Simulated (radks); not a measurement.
The numbers below are computed, except where a source is named.
Neutral cerium inside a hard spherical wall (all orbitals vanish at R), configuration held at [Xe] 4f1 5d1 6s2 and not refilled when levels cross. Code: a radial shooting solver on a logarithmic mesh with Libxc functionals. Model: scalar-relativistic Kohn-Sham, PBEsol, spin-polarised, spherical densities, finite nucleus; open shells are filled with parallel spins first (spin-orbit coupling, left out, can overturn this in heavy ions); Fermi nuclear charge, rms radius 4.8771 fm. Eigenvalues in eV for spin up, with the zero of energy where the potential of the charges vanishes at infinity; a dash marks a level that is unbound or too diffuse for the functional's potential to be trusted. A positive occupied level is held by the wall or, in an anion where self-interaction has pushed it up, behind a barrier. The pressure on the wall is -dE/dV.

| R (bohr) | E (hartree) | kinetic (hartree) | e(5p) | e(4f) | e(6s) | e(5d) | e(6p, empty) | e(7s, empty) | pressure (GPa) |
|---|---|---|---|---|---|---|---|---|---|
| free | -8856.6929 | 9385.684 | -23.543 | -5.754 | -3.933 | -3.347 | -1.413 | - | 0 |
| 20 | -8856.6929 | 9385.684 | -23.543 | -5.754 | -3.932 | -3.347 | -1.413 | 0.041 | < 0.0001 |
| 15 | -8856.6929 | 9385.684 | -23.540 | -5.751 | -3.930 | -3.344 | -1.401 | 0.406 | 0.000255 |
| 12 | -8856.6924 | 9385.689 | -23.503 | -5.713 | -3.902 | -3.311 | -1.322 | 1.247 | 0.00790 |
| 7 | -8856.6342 | 9386.014 | -22.061 | -4.204 | -2.446 | -2.033 | 1.153 | 11.035 | 2.63 |
| 5 | -8856.2827 | 9387.432 | -18.761 | -0.478 | 3.351 | 1.526 | 9.584 | 34.559 | 40.0 |
| 4 | -8855.4327 | 9390.685 | -14.370 | 4.829 | 14.680 | 7.232 | 24.474 | 69.776 | 226 |
| 3.5 | -8854.2828 | 9395.005 | -9.796 | 10.262 | 27.954 | 13.478 | 40.738 | 104.91 | 632 |
| 2 | -8826.8889 | 9481.495 | 64.221 | 70.941 | 235.26 | 109.94 | 267.56 | 530.47 | 36300 |
| 1.5 | -8761.5745 | 9667.828 | 217.40 | 153.56 | 588.22 | 284.32 | 633.12 | 1161.0 | 258000 |
